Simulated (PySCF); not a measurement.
# Solvent effects on NMR parameters

Cartesian coordinates in Å; atom numbers follow the order of the lines, from 1:
```xyz
15

C     2.7596    0.1353    0.4157
S     1.6078   -1.0551   -0.3437
Si   -0.2708   -0.3423    0.4211
Si   -0.8148    1.7650   -0.4595
Si   -1.8996   -1.8485   -0.3170
Cl   -3.7036   -0.8482   -0.0239
H     2.7447    0.0583    1.5119
H     3.7632   -0.1271    0.0545
H     2.5321    1.1662    0.1102
H    -0.2662   -0.3000    1.9203
H    -1.9856    2.3570    0.2549
H     0.3508    2.6942   -0.3269
H    -1.1381    1.6067   -1.9097
H    -1.7522   -2.1335   -1.7734
H    -1.9419   -3.1313    0.4414
```

GIAO PBE0/pcSseg-1 in PySCF on one PBE0-D3(BJ)/def2-SVP conformer, non-relativistic, equivalent nuclei averaged. Solvents enter as an IEF-PCM continuum (chloroform with ε = 4.7, water with ε = 78.4) around the gas-phase geometry. Shifts are referred to TMS, CS2 computed in the same medium.

Gas phase, δ in ppm: C1 16.7, S2 -234.7, Si5 -18.3, Si3 -44.2, Si4 -111.1, H15 5.40, H14 5.22, H10 4.75, H11/H12/H13 3.65, H7/H8/H9 2.00. Dipole moment 2.14 D.

Task: How does each δ change in the continuum?

Result: 
```tsv
atoms	environment	Δδ, chloroform	Δδ, water
C1	methyl carbon bonded to S	+0.3	+0.4
S2	sulfur bonded to C, Si	-7.9	-11.3
Si5	silicon bonded to Cl, Si, 2 H	+1.2	+1.7
Si3	silicon bonded to S, 2 Si, H	+0.4	+0.6
Si4	silicon bonded to Si, 3 H	+0.4	+0.6
H15	hydrogen on a silicon bonded to Cl, Si	+0.04	+0.06
H14	hydrogen on a silicon bonded to Cl, Si	+0.02	+0.02
H10	hydrogen on a silicon bonded to S, 2 Si	+0.05	+0.09
H11/H12/H13	hydrogen on a silicon bonded to Si	-0.01	-0.02
H7/H8/H9	hydrogen on a methyl carbon bonded to S	+0.13	+0.19
```

Changes are relative to the gas phase. The dipole moment becomes 2.61 D in chloroform, 2.82 D in water.

Task: Which nuclei move most (in ppm), and what does the model miss?

Result: S2 (sulfur bonded to C, Si, -11.3 ppm) in water. A continuum only polarises the solute; specific hydrogen bonds, the anisotropy of aromatic solvents and changes of geometry or conformer are outside it.
